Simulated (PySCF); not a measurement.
chromium atom (Cr), septet. Base run: HF/def2-SVP run with PySCF.

PySCF was given this input:
```python
from pyscf import gto, scf

mol = gto.M(
    atom='''
Cr    0.00000000    0.00000000    0.00000000
''',
    basis='def2-svp',
    spin=6,
    verbose=4,
)

mf = scf.UHF(mol)
mf.kernel()
mf.analyze()
```

Each row names what was changed in the base input (with any setting that the change needs).

```json
[
 {"change": "base", "ΔE vs base (mEh)": "0.000", "fitting functions": "-", "outcome": "converged"},
 {"change": "auxbasis = even-tempered beta=3.0", "ΔE vs base (mEh)": "-13.929", "fitting functions": "232", "outcome": "converged"},
 {"change": "auxbasis = def2-universal-jfit", "ΔE vs base (mEh)": "2931.6", "fitting functions": "89", "outcome": "converged"},
 {"change": "auxbasis = even-tempered beta=1.6", "ΔE vs base (mEh)": "0.000", "fitting functions": "514", "outcome": "converged"},
 {"change": "auxbasis = autoaux", "ΔE vs base (mEh)": "0.004", "fitting functions": "357", "outcome": "converged"},
 {"change": "auxbasis = even-tempered beta=2.0", "ΔE vs base (mEh)": "0.012", "fitting functions": "339", "outcome": "converged"},
 {"change": "auxbasis = cc-pvtz-jkfit", "ΔE vs base (mEh)": "-", "fitting functions": "-", "outcome": "input refused"},
 {"change": "exchange = seminumerical (SGX) (with mf = sgx.sgx_fit(mf, auxbasis='def2-universal-jfit'); with mf.with_df.dfj = True)", "ΔE vs base (mEh)": "-0.029", "fitting functions": "89", "outcome": "converged"},
 {"change": "auxbasis = cc-pvdz-jkfit", "ΔE vs base (mEh)": "-", "fitting functions": "-", "outcome": "input refused"},
 {"change": "auxbasis = cc-pvtz-ri", "ΔE vs base (mEh)": "-", "fitting functions": "-", "outcome": "input refused"}
]
```

A fitting set is made for a task (jfit for Coulomb, jkfit for Coulomb and exchange, ri for correlation) and for a family of orbital bases.

Open shells are given as the SCF converged; they aren't shown to be the lowest states, and a large step between rows can be another state.

- auxbasis = cc-pvtz-jkfit: ended with `pyscf.lib.exceptions.BasisNotFoundError: Basis set not found for Cr in cc-pvtz-jkfit`
- auxbasis = cc-pvdz-jkfit: ended with `pyscf.lib.exceptions.BasisNotFoundError: Basis set not found for Cr in cc-pvdz-jkfit`
- auxbasis = cc-pvtz-ri: ended with `pyscf.lib.exceptions.BasisNotFoundError: Basis set not found for Cr in cc-pvtz-ri`
